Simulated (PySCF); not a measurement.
A structure optimised at PBE-D3(BJ)/def2-TZVP, used in a PySCF frequency run:

```xyz
2

Cu     0.0000     0.0000    -1.5326
I      0.0000     0.0000     0.8386
```

Q: Write its SMILES, formula and point group.

A: [Cu][I], CuI, C∞v

Q: What are its rotational constants (standard atomic weights)?

A: 2.1227 GHz (linear rotor, B only)
